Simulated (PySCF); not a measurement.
## Structure elucidation problem

Molecular formula: C4H5F3O. Simulated spectra:

$^{1}$H NMR (300 MHz, computed): δ 2.77 (qq, J = 8.1, 1.3 Hz, 2H), 1.14 (t, J = 8.1 Hz, 3H).

$^{13}$C{$^{1}$H} NMR (computed): δ 209.8 (q, J = 37.6 Hz), 127.0 (q, J = 358.0 Hz), 32.9, 7.3.

- J: B3LYP/pcJ-1 (spin–dipole term only in couplings to heteroatoms)
- NMR shieldings at CAM-B3LYP/pcSseg-2/GIAO
- structure optimised with PBE0-D3(BJ)/def2-SVP
- code: PySCF 2.14.0 with density-fitted response routines
- averaged over atoms made equivalent by symmetry, fast rotation or ring inversion, gas phase, a single conformation, non-relativistic Hamiltonian

Scale: $^{1}$H (σ = 31.34 ppm) and $^{13}$C (σ = 182.55 ppm) against TMS (reference shieldings calculated alike).

Q: Deduce the structure.

A: 
1. Rings plus π bonds: 1 (no ring in the answer).
2. 4 carbon signals for 4 carbons: no two carbons are equivalent.
3. Carbon types of the structure: 2 × C, 1 × CH2, 1 × CH3, which accounts for all hydrogens.
4. δC 209.8: ketone carbonyl carbon; low-lying n→π* states of the double bond to the heteroatom give a large paramagnetic term (-283 ppm).
5. δC 127.0: CF3 carbon; 3 electronegative neighbours deshield it.
6. δC 32.9: sp3 CH2 α to a carbonyl; α to the electron-withdrawing carbonyl group.
7. δC 7.3: methyl carbon; aliphatic region, no heteroatom directly attached.
8. δH 2.77: hydrogen on an sp3 CH2 α to a carbonyl; α to C=O.
9. δH 1.14: hydrogen on a methyl carbon.
10. The protons at 1.14 and 2.77 share a coupling of 8.1 Hz (vicinal).

The compound is SMILES CCC(=O)C(F)(F)F.

The shifts were computed for this structure.

C–F couplings over four or more bonds (about 3 Hz to the para carbon of a fluoroarene) are left out. Common functionals overestimate the size of one-bond C–F couplings by tens of Hz; these are unscaled. Multiplet labels drop couplings under 1 Hz and merge nearly equal ones. Unscaled 3J(H,H) at this level run about 10 % above measured values. Shifts are as computed, not scaled to solution data. Of 1211 compounds with measured shifts, 218 miss one by over three times the rms of a fit or turn the order of signals round; such compounds aren't used in these exercises.
